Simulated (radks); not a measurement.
The numbers below are computed, except where a source is named.
Q: These are the eigenvalues of the occupied orbitals of an atom or ion with whole-number occupations (hartree). Code: a radial shooting solver on a logarithmic mesh with Libxc functionals. Model: scalar-relativistic Kohn-Sham, SCAN, spin-polarised, spherical densities, finite nucleus; meta-GGA in the generalised Kohn-Sham scheme; Fermi nuclear charge, rms radius of each element as measured or else 0.836 A^(1/3) + 0.57 fm.

| orbital | eigenvalue |
|---|---|
| 1s down | -260.3234 |
| 1s up | -260.3230 |
| 2s up | -32.78175 |
| 2s down | -32.65855 |
| 2p up | -28.19847 |
| 2p down | -28.10709 |
| 3s up | -5.82579 |
| 3s down | -5.57218 |
| 3p up | -4.50110 |
| 3p down | -4.25119 |
| 3d up | -2.41617 |

Which element is it, and in what charge state? The configuration may be excited. Open shells, if any, are filled with parallel spins first.

A: Z = 26, iron, charge +4: Fe4+ in [Ar] 3d4. The list shows which subshells hold electrons but not how many an open one holds; the 1s level, -260.32 hartree, gives Z - s = 22.8 by -(Z - s)^2/2, which with screening and relativity narrows Z to a few neighbours, and the depths of the outer levels then fix element, charge and occupations together.
